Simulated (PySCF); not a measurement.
**Radial density of Pt (platinum, neutral)**

r2SCAN, [Xe] 4f14 5d9 6s1, high-spin 3D determinant. All numbers are calculated (PySCF 2.14, scalar relativity by spin-free X2C-1e, in ANO-RCC-VTZP).

| r (bohr) | 4πr²ρ (e/bohr) | 4πr²(ρα − ρβ) |
| --- | --- | --- |
| 0.0192 | 96.02 | -0.0009 |
| 0.0323 | 112.2 | 0.0045 |
| 0.0543 | 145.5 | 0.0267 |
| 0.0914 | 112.3 | 0.0653 |
| 0.154 | 134.2 | 0.0372 |
| 0.259 | 72.85 | 0.0555 |
| 0.435 | 82.22 | 0.0929 |
| 0.732 | 27.64 | 0.2115 |
| 1.23 | 14.39 | 0.7760 |
| 2.07 | 3.933 | 0.7667 |
| 3.48 | 0.6863 | 0.2784 |
| 5.86 | 0.03407 | 0.0181 |
| 9.85 | 0.0001179 | 0.0001 |

Densities and radii are taken from the X2C orbitals without a picture-change correction, which distorts them close to the nucleus.

Spin-orbit coupling, absent here, splits the open shell strongly.
